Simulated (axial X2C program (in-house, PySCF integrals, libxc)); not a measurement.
## Worked dissociation energy of ZrN: B3LYP, scalar-relativistic

Computed with an axial X2C code built on PySCF integrals. Spin-free means the one-electron spin-free X2C Hamiltonian. Basis: Zr dyall-cv3z [11s12p9d6f3g], N dyall-av3z [7s7p3d2f] (cores contracted in-house); Gaussian nuclei, density fitting, unrestricted open shells. Masses: Zr 89.905 u, N 14.003 u.

Molecular state: M_S = 1/2, Λ = 0 (beyond evenly filled blocks: σα).

* E(Zr) (2M_S = 2, M_L = 0): -3598.332749 hartree
* E(N) (2M_S = 3, M_L = 0): -54.636862 hartree
* E(ZrN) at Re: -3653.196084 hartree
* ωe: 1044.6 cm⁻¹
* ωexe: 3.19 cm⁻¹

**Question.** Work out De and D0.

**Answer.** De = -3598.332749 + (-54.636862) − (-3653.196084) = 0.22647 hartree = 6.163 eV. The zero-point energy is ωe/2 − ωexe/4 = 521 cm⁻¹ = 0.065 eV, so D0 = 6.098 eV.

The state is one determinant whose occupation by symmetry is held fixed; it was picked as the lowest of a PBE0 search that is not exhaustive. De is counted from the lowest determinant-based energies of the atoms at the same level, without counterpoise correction.

Each atomic determinant is the lowest at this level and need not be a pure term. Totals compare only within one Hamiltonian and basis.
